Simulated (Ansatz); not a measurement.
Cartesian coordinates in Å:
```
Cl -3.235 1.350 1.039
Si -1.573 1.848 -0.048
C -0.396 0.459 -0.008
C 0.397 -0.459 0.010
Si 1.574 -1.848 0.050
Cl 3.223 -1.361 -1.062
H -0.948 3.040 0.562
H -1.981 2.107 -1.445
H 0.942 -3.045 -0.542
H 1.999 -2.093 1.444
```

The species carries charge 0 and has multiplicity 1.

Problem. List the PBE0/def2-TZVPP orbital energies in eV (Ansatz). (Best estimate.)

Solution. Ansatz gave: Occupied: -2767.61, -2767.61, -1804.13, -1804.13, -278.77, -278.71, -259.47, -259.47, -197.74, -197.74, -197.61, -197.61, -197.61, -197.61, -146.35, -146.35, -101.06, -101.06, -101.00, -101.00, -100.97, -100.97, -23.43, -23.41, -21.55, -16.84, -15.77, -12.85, -11.74, -11.46, -11.32, -11.30, -11.13, -9.64, -9.43, -9.39, -9.23, -8.79, -8.59. Lowest empty: -1.63, -1.08, 0.37, 0.78, 0.89, 1.41, 1.50, 1.95.
